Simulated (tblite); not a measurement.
A geometry optimisation, step by step.

Species: C6H12BrNSi.
SMILES with atom numbers: `[Br:1][SiH2:2]/[N:3]=[CH:4]\[CH:5]1[CH2:6][CH2:7][CH2:8][CH2:9]1` (hydrogens: H10, H11 on Si2; H12 on C4; H13 on C5; H14, H15 on C6; H16, H17 on C7; H18, H19 on C8; H20, H21 on C9)

Computed with GFN2-xTB (tblite), gas phase: L-BFGS steps from a force-field or distance-geometry start until the largest atomic force falls under 0.01 eV/Å. 5 of its 194 geometries are shown.

Step 0: E = -755.0512 eV, largest atomic force 2.180 eV/Å
```
atom  x, y, z in Å  |  force x, y, z in eV/Å
Br1     3.761   -0.606    1.206   -0.185   0.559  -0.324
Si2     2.951    1.110   -0.064    0.525   0.355  -0.742
N3      1.897    0.525   -1.333   -1.071  -0.450   0.597
C4      0.745    0.006   -1.098    1.952   0.508   0.798
C5      0.260   -0.159    0.321   -0.248  -0.094  -0.155
C6     -0.814    0.886    0.622    0.332   1.458   0.337
C7     -2.126    0.277    0.184   -1.250  -0.454   0.690
C8     -1.786   -1.115   -0.298   -1.309  -1.668   0.506
C9     -0.550   -1.416    0.529   -0.261  -0.405   0.176
H10     4.128    1.723   -0.724   -0.389  -0.464   0.146
H11     2.353    2.169    0.762    0.059  -0.417   0.133
H12     0.128   -0.342   -1.930    0.303   0.245   0.247
H13     1.052   -0.122    1.077    0.057   0.167  -0.506
H14    -0.830    1.047    1.731    0.127   0.300  -0.988
H15    -0.647    1.837    0.056    0.105  -0.512   0.794
H16    -2.623    0.849   -0.590   -0.252   0.180   0.129
H17    -2.785    0.133    1.087    0.306   0.527  -0.968
H18    -2.611   -1.851   -0.048    0.715   0.707  -0.322
H19    -1.633   -1.198   -1.372    0.123   0.098   0.054
H20    -0.024   -2.314    0.214   -0.041  -0.139   0.288
H21    -0.854   -1.422    1.610    0.405  -0.500  -0.892
```

Step 48: E = -755.7183 eV, largest atomic force 0.026 eV/Å
```
atom  x, y, z in Å  |  force x, y, z in eV/Å
Br1     4.121   -0.374    1.129   -0.004  -0.010   0.009
Si2     3.176    1.243   -0.087    0.002   0.003  -0.009
N3      1.973    0.550   -1.087    0.002  -0.002  -0.002
C4      0.864   -0.004   -0.895   -0.013   0.017   0.006
C5      0.163   -0.195    0.409    0.003  -0.012   0.017
C6     -0.915    0.902    0.577    0.008  -0.005   0.001
C7     -2.260    0.262    0.188    0.010   0.011  -0.008
C8     -1.943   -1.173   -0.249   -0.006   0.018  -0.005
C9     -0.628   -1.505    0.451   -0.018  -0.007  -0.009
H10     4.209    1.702   -0.995   -0.017   0.003  -0.010
H11     2.750    2.222    0.903   -0.004  -0.014   0.003
H12     0.335   -0.361   -1.781    0.004  -0.009   0.004
H13     0.903   -0.141    1.211    0.011   0.008   0.022
H14    -0.934    1.232    1.616   -0.001   0.013  -0.006
H15    -0.684    1.770   -0.041   -0.009  -0.004  -0.003
H16    -2.748    0.819   -0.610   -0.019  -0.003   0.002
H17    -2.932    0.256    1.047    0.021  -0.010  -0.006
H18    -2.737   -1.868    0.022    0.012   0.004  -0.012
H19    -1.814   -1.218   -1.331   -0.003  -0.001   0.006
H20    -0.093   -2.325   -0.027    0.010   0.002   0.009
H21    -0.814   -1.776    1.491    0.009  -0.004  -0.008
```

Step 96: E = -755.7530 eV, largest atomic force 0.118 eV/Å
```
atom  x, y, z in Å  |  force x, y, z in eV/Å
Br1     4.417   -0.526    0.897    0.038   0.034  -0.017
Si2     3.246    1.207    0.123   -0.016  -0.012   0.013
N3      2.124    0.488   -0.945   -0.039  -0.025  -0.005
C4      0.993   -0.043   -0.865    0.018   0.023   0.024
C5      0.107   -0.128    0.336    0.060  -0.032  -0.043
C6     -0.987    0.963    0.227   -0.034  -0.010  -0.048
C7     -2.317    0.225    0.393   -0.110   0.025   0.005
C8     -2.035   -1.154   -0.200    0.046   0.039   0.042
C9     -0.653   -1.470    0.368    0.098   0.011   0.065
H10     4.115    2.004   -0.725   -0.021  -0.052   0.028
H11     2.827    1.899    1.338   -0.020  -0.024  -0.030
H12     0.580   -0.480   -1.778    0.027   0.045   0.027
H13     0.717    0.018    1.234   -0.059  -0.052  -0.048
H14    -0.843    1.751    0.968   -0.031  -0.049  -0.063
H15    -0.951    1.418   -0.768    0.029   0.033   0.080
H16    -3.127    0.744   -0.117   -0.040  -0.007   0.009
H17    -2.579    0.136    1.451    0.064  -0.023  -0.091
H18    -2.781   -1.902    0.070    0.064   0.082   0.004
H19    -1.995   -1.083   -1.290    0.000  -0.028   0.065
H20    -0.124   -2.251   -0.179   -0.032   0.035  -0.052
H21    -0.745   -1.800    1.402   -0.039  -0.015   0.035
```

Step 145: E = -755.7755 eV, largest atomic force 0.011 eV/Å
```
atom  x, y, z in Å  |  force x, y, z in eV/Å
Br1     4.814   -0.487    0.715    0.004  -0.001   0.000
Si2     3.272    1.086    0.432    0.004  -0.002  -0.005
N3      2.284    0.440   -0.796   -0.004  -0.006  -0.002
C4      1.113    0.017   -0.911   -0.003   0.003  -0.005
C5      0.058   -0.046    0.138   -0.001   0.005   0.001
C6     -1.079    0.945   -0.171   -0.001  -0.001   0.004
C7     -2.300    0.295    0.471    0.001  -0.001  -0.003
C8     -2.135   -1.173    0.091   -0.001   0.001   0.002
C9     -0.625   -1.431    0.199    0.003   0.005   0.000
H10     3.918    2.231   -0.180    0.002   0.008   0.003
H11     2.783    1.348    1.782    0.002  -0.007   0.002
H12     0.807   -0.339   -1.898   -0.001  -0.006  -0.005
H13     0.503    0.201    1.106   -0.004   0.003   0.001
H14    -0.868    1.941    0.215    0.000   0.007   0.002
H15    -1.226    1.017   -1.251    0.006   0.007  -0.001
H16    -3.236    0.721    0.112   -0.001  -0.002  -0.003
H17    -2.258    0.413    1.555   -0.003  -0.003  -0.004
H18    -2.709   -1.838    0.734   -0.003  -0.007   0.006
H19    -2.470   -1.323   -0.936    0.000  -0.003  -0.003
H20    -0.276   -2.079   -0.606    0.004   0.002  -0.001
H21    -0.378   -1.921    1.141   -0.003  -0.003   0.010
```

Step 193: E = -755.7837 eV, largest atomic force 0.010 eV/Å
```
atom  x, y, z in Å  |  force x, y, z in eV/Å
Br1     4.954   -0.495    0.261   -0.002   0.001   0.000
Si2     3.324    1.012    0.294    0.001  -0.002   0.000
N3      2.212    0.383   -0.832    0.000  -0.002   0.001
C4      1.018    0.009   -0.841    0.001   0.004  -0.002
C5      0.051    0.004    0.293    0.000  -0.003   0.000
C6     -1.096    1.002    0.007    0.000   0.000   0.000
C7     -2.382    0.242    0.330   -0.002  -0.003  -0.002
C8     -2.052   -1.187   -0.085   -0.001  -0.003   0.001
C9     -0.626   -1.378    0.430   -0.003  -0.003   0.001
H10     3.831    2.227   -0.317    0.000  -0.003   0.003
H11     3.011    1.163    1.711    0.002   0.001  -0.003
H12     0.617   -0.351   -1.791    0.000   0.000  -0.001
H13     0.578    0.272    1.212   -0.001   0.000   0.001
H14    -0.988    1.914    0.593   -0.002   0.003   0.002
H15    -1.088    1.280   -1.049   -0.001   0.002  -0.001
H16    -3.243    0.649   -0.197   -0.002   0.000  -0.001
H17    -2.582    0.280    1.402    0.004   0.000  -0.002
H18    -2.741   -1.919    0.333    0.005   0.002  -0.007
H19    -2.077   -1.273   -1.173   -0.005   0.002   0.008
H20    -0.086   -2.148   -0.122    0.001   0.003   0.007
H21    -0.644   -1.671    1.480    0.003   0.001  -0.005
```

**Question.** Summarise the path.

**Answer.** The energy falls by 70.68 kJ/mol from step 0 to step 193; nine tenths of that is first reached at step 23. It rises by more than 0.2 meV at step 166. The largest force goes from 2.180 to 0.010 eV/Å. Among the bonds Br1–Si2 changes most, from 2.283 to 2.220 Å; the atoms move by 0.774 Å rms after alignment.

What follows is the cost of the whole relaxation. On Arm Neoverse N1, one thread, shared host with 64 logical CPUs at a one-minute load of 57, this took 3.5 s.
